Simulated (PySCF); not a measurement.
Compound: C5H6ClF.
SMILES with atom numbers: `[CH2:1]=[CH:2][CH2:3]/[C:4]([F:5])=[CH:6]/[Cl:7]` (hydrogens: H8, H9 on C1; H10 on C2; H11, H12 on C3; H13 on C6)

Structure used (GFN2-xTB), in Å, numbered top down from 1:
```
atom  x, y, z in Å
C1    -1.822    1.274    0.218
C2    -1.219    0.308   -0.445
C3    -0.361   -0.746    0.198
C4     1.033   -0.676   -0.348
F5     1.127   -1.074   -1.632
C6     2.103   -0.249    0.308
Cl7    3.678   -0.168   -0.382
H8    -1.743    1.364    1.289
H9    -2.428    2.012   -0.278
H10   -1.307    0.232   -1.521
H11   -0.337   -0.615    1.279
H12   -0.768   -1.733   -0.038
H13    2.041    0.072    1.333
```

The closed-shell SCF was solved with PySCF and density fitting under several settings on one GFN2-xTB geometry (grid level 2 and gas phase unless stated).

```json
{"settings": "HF/aug-cc-pVDZ, fitting basis def2-universal-jkfit", "basis functions": "219", "SCF cycles": "10", "E (Eh)": "-751.7595", "HOMO (eV)": "-9.81", "LUMO (eV)": "0.89", "dipole (D)": "2.93"}
{"settings": "HF/ANO-RCC-VDZP", "basis functions": "132", "SCF cycles": "10", "E (Eh)": "-751.4235", "HOMO (eV)": "-9.83", "LUMO (eV)": "2.22", "dipole (D)": "3.11"}
```

Estimate the row for these settings: HCTH407/6-311G**.

```csv
settings,basis functions,SCF cycles,E (Eh),HOMO (eV),LUMO (eV),dipole (D)
HCTH407/6-311G**,170,16,-754.2474,-6.07,-1.28,2.56
```

Over all rows, what range does the HOMO–LUMO gap span?

From 4.79 eV (HCTH407/6-311G**) to 12.05 eV (HF/ANO-RCC-VDZP). The functional of the narrowest has no exact exchange, that of the widest 100 % exact exchange.

And the dipole moment?

From 2.56 D (HCTH407/6-311G**) to 3.11 D (HF/ANO-RCC-VDZP); the largest is 1.21 times the smallest, and the median is 2.93 D.

Compare two rows with the functional HF: HF/aug-cc-pVDZ, fitting basis def2-universal-jkfit and HF/ANO-RCC-VDZP. Which energy is lower, and by how much?

HF/aug-cc-pVDZ, fitting basis def2-universal-jkfit (219 functions) lies 0.3360 Eh or 211 kcal/mol below HF/ANO-RCC-VDZP (132 functions).

Cycle counts include a coarse-grid stage where the run had one. All basis functions are spherical, in the Pople sets too. ANO-RCC sets were contracted for a scalar-relativistic Hamiltonian, but ran non-relativistically here. At HF/aug-cc-pVDZ the closed-shell solution lies near or past a triplet instability.

One conformer stands for the species.
